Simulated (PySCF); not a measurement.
Species: C9H16P (charge +1).
Atom-mapped SMILES: `[CH3:1][C:2]#[C:3][P@H+:4]1[C@H:5]([CH2:6][CH3:7])[C@@H:8]1[CH2:9][CH3:10]`

Geometry (PBE0-D3(BJ)/def2-SVP, Å), atoms numbered from 1 in this order:
```xyz
26
C9H16P angstrom
C      4.422   -1.914   -0.921
C      3.082   -1.403   -0.794
C      1.947   -0.970   -0.685
P      0.374   -0.350   -0.531
C     -0.696   -0.754    0.882
C     -2.170   -1.104    0.744
C     -2.801   -0.979   -0.634
C     -0.152    0.676    0.867
C     -1.026    1.891    0.660
C     -0.240    3.130    0.272
H      5.085   -1.438   -0.182
H      4.814   -1.702   -1.928
H      4.439   -3.003   -0.761
H     -0.283   -0.078   -1.741
H     -0.147   -1.395    1.584
H     -2.287   -2.140    1.095
H     -2.714   -0.476    1.471
H     -2.318   -1.655   -1.358
H     -3.861   -1.264   -0.588
H     -2.767    0.044   -1.038
H      0.678    0.836    1.570
H     -1.556    2.055    1.615
H     -1.812    1.680   -0.081
H      0.523    3.377    1.026
H     -0.906    3.999    0.177
H      0.273    2.996   -0.694
```

NICS = −σ at a ghost point: NICS(0) at the centroid of the ring atoms, NICS(1) 1 Å to either side along the normal of their mean plane, zz for the tensor component along that normal. Level: GIAO B3LYP/pcSseg-1 (PySCF, non-relativistic, gas phase) on the PBE0-D3(BJ)/def2-SVP geometry, one conformer.

Ring bond lengths (Å): P4–C5 1.818, C5–C8 1.530, C8–P4 1.812.

Task: Give the NICS values of each ring in ppm.

Result: 
```
    ring                                             type  NICS(0)  NICS(1), two faces  NICS(1)zz, two faces  rms pucker (Å)  centre to ring atoms, mean (Å)
P4–C5–C8  3-membered ring with P; formal bonds all single    -30.2         -8.0 / -7.6         -15.8 / -16.3            0.00                            0.99
```

Task: What can be read from them?

Result: 
- P4–C5–C8: mean NICS(1)zz -16.0 ppm, shielded. P4, C5, C8 have four or more neighbours, and the NICS criterion for π rings isn't applied. NICS(0) lies 22 ppm below the mean NICS(1).

Task: What is the mean of the two in-plane components of NICS at the second NICS(1) probe listed for ring P4–C5–C8, 1 Å off the ring?

Result: The isotropic value is a third of the trace: (3 × -7.6 − (-16.3))/2 = -3.2 ppm.

Task: What are the shieldings of the ring atoms and their hydrogens in the same run (means over atoms taken as equivalent)?

Result: 
```csv
atoms,environment,σ isotropic (ppm)
P4,phosphonium phosphorus,484.7
C5 (×2),sp3 carbon bound to phosphorus,136.7
H14,P–H hydrogen,26.66
H15 (×2),methine hydrogen,28.47
```

Task: How do the values depend on the level or the medium?

Result: 
| level | NICS(0), P4–C5–C8 | mean NICS(1)zz, P4–C5–C8 |
| --- | --- | --- |
| B3LYP/pcSseg-1, gas | -30.2 | -16.0 |
| PBE0/pcSseg-1, gas | -31.1 | -16.6 |
| PBE0/pcSseg-1, IEF-PCM acetone | -31.2 | -16.5 |
| PBE0/pcSseg-1, IEF-PCM chloroform | -31.2 | -16.5 |

The geometry is the same throughout; the continuum's cavity takes Bondi-type radii × 1.2.
